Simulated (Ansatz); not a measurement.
Rh₄⁻. Charge -1, multiplicity 2. Geometry r2SCAN-D4/def2-SVPD.

```xyz
4

Rh    0.5378    1.3743   -0.1272
Rh   -1.4812    0.0050   -0.0001
Rh    0.4714   -0.8091   -1.2280
Rh    0.4721   -0.5702    1.3553
```

In the def2 sets Rh takes a core potential; there is no spin–orbit coupling. LC-ωPBE has ω = 0.4 bohr⁻¹. At PBE-D4/def2-TZVPD, BLYP-D4/def2-TZVPD, r2SCAN-D4/def2-TZVPD, PBE0-D4/def2-TZVPD and others the charge -1 doublet is spin-contaminated (final ⟨S²⟩ up to 3.27, 0.75 for a pure state). At PBE-D4/def2-TZVPD, BLYP-D4/def2-TZVPD, r2SCAN-D4/def2-TZVPD, PBE0-D4/def2-TZVPD the highest occupied level of the charge -1 doublet lies above zero (up to 1.33 eV). It is a level of α spin, whose loss leaves a singlet; that state wasn't run at this geometry and level. The electron is either unbound and held by the finite basis, or the level is raised by self-interaction error. At BLYP-D4/def2-TZVPD the gap within one spin of the charge -1 doublet nearly closes, so an electron or hole may be smeared out by delocalisation error. No other spin state of charge -1 was run. The geometry of the doublet was relaxed on an unsound state (⟨S²⟩ 2.00, where a pure state has 0.75). Another isomer (quartet) lies 0.32 eV lower at PBE-D4/def2-TZVPD; other spin states weren't run for this one.

Estimate the α-spin orbital energies around the gap (eV) in Ansatz with PBE-D4/def2-TZVPD, BLYP-D4/def2-TZVPD, r2SCAN-D4/def2-TZVPD, PBE0-D4/def2-TZVPD, LC-ωPBE/def2-TZVPD.


| orbital | PBE-D4/def2-TZVPD | BLYP-D4/def2-TZVPD | r2SCAN-D4/def2-TZVPD | PBE0-D4/def2-TZVPD | LC-ωPBE/def2-TZVPD |
| --- | --- | --- | --- | --- | --- |
| HOMO−9 | -0.71 | -0.55 | -0.87 | -1.52 | -3.80 |
| HOMO−8 | 0.37 | 0.48 | -0.10 | -1.03 | -3.64 |
| HOMO−7 | 0.39 | 0.51 | -0.01 | -0.95 | -3.61 |
| HOMO−6 | 0.44 | 0.55 | 0.05 | -0.84 | -3.46 |
| HOMO−5 | 0.48 | 0.60 | 0.13 | -0.69 | -3.29 |
| HOMO−4 | 0.63 | 0.75 | 0.21 | -0.66 | -3.23 |
| HOMO−3 | 0.68 | 0.81 | 0.26 | -0.62 | -3.16 |
| HOMO−2 | 0.77 | 0.88 | 0.36 | -0.52 | -3.06 |
| HOMO−1 | 0.79 | 0.93 | 0.48 | -0.41 | -2.90 |
| HOMO | 1.13 | 1.33 | 0.82 | 0.46 | -1.42 |
| LUMO | 1.33 | 1.38 | 1.38 | 2.06 | 3.60 |
| LUMO+1 | 1.33 | 1.43 | 1.44 | 2.13 | 3.78 |
| LUMO+2 | 1.34 | 1.46 | 1.48 | 2.31 | 4.37 |
| LUMO+3 | 1.40 | 1.49 | 1.52 | 2.65 | 4.65 |
| LUMO+4 | 1.46 | 1.50 | 1.57 | 2.69 | 5.25 |
| LUMO+5 | 2.87 | 2.98 | 3.03 | 3.40 | 5.32 |
| β HOMO | 0.92 | 1.03 | 0.70 | -0.07 | -2.47 |
| β LUMO | 1.33 | 1.38 | 1.33 | 2.06 | 3.71 |
